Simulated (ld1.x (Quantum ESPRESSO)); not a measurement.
# Transferability test, TM potential for iron (Fe)

```
Element                 : Fe
Generator               : ld1.x (Quantum ESPRESSO) 7.5
Type                    : norm-conserving Troullier–Martins (Kleinman–Bylander form)
Functional              : LDA (PZ)
Relativity              : scalar-relativistic
Frozen core             : [Ne]
Valence charge          : 16
Reference configuration : 3s2 3p6 3d6 4s0 4p0 (charge +2)
Partial waves           : 3p (bound): rc 1.25 bohr; 3d (bound): rc 0.90 bohr; 3s (bound): rc 1.20 bohr
Local potential         : the s channel
Core correction         : a·sin(br)/r model core, default radius (core density twice the valence density)
```

Energies are relative to the spin-unpolarised reference configuration 3s2 3p6 3d6 4s0 4p0; without spin polarisation the order of configurations can differ from experiment. Spin-polarised rows fill each open shell by Hund’s rule, majority spin first. Not all tests gave a result: 2 of 9 tests not solved or not reliable. Left out of the table: 3s2 3p6 3d6 4s2 4p0 (solver errors, printed error +1.1 eV); 3s2 3p6 3d6.5 4s1.5 4p0 (solver errors, printed error +740 meV). The frozen-core shift is the all-electron ΔE with the core orbitals held at their reference shape minus the fully relaxed ΔE.

```tsv
valence configuration	charge	ΔE all-electron (eV)	error AE − PS (meV)	frozen-core shift (meV)
3s2 3p6 3d6 4s1 4p0	+1	-16.492	+730	-1.3
3s2 3p6 3d5 4s2 4p1	0	-16.611	+1800	-5.0
3s2 3p6 3d6 4s1 4p1	0	-21.296	+705	-1.7
3s2 3p6 3d4 4s0 4p0	+4	87.907	+152	-5.9
3s2 3p6 3d6 4s0 4p0 (spin-polarised)	+2	-3.590	+97	+6.0
```

**Question.** What are ΔE and the potential's error for 3s2 3p6 3d5 4s0 4p0?

**Answer.** ΔE = 34.529 eV all-electron; the error (AE − PS) is +28 meV.

**Question.** What are ΔE and the potential's error for 3s2 3p6 3d6 4s2 4p0 (spin-polarised)?

**Answer.** ΔE = -28.862 eV all-electron; the error (AE − PS) is +1185 meV.

A variational frozen-core shift is positive and of second order in the change. This column holds negative values, so the frozen-core run of ld1.x carries numerical noise or an error of first order here, and the column gives no more than the rough size of the effect.
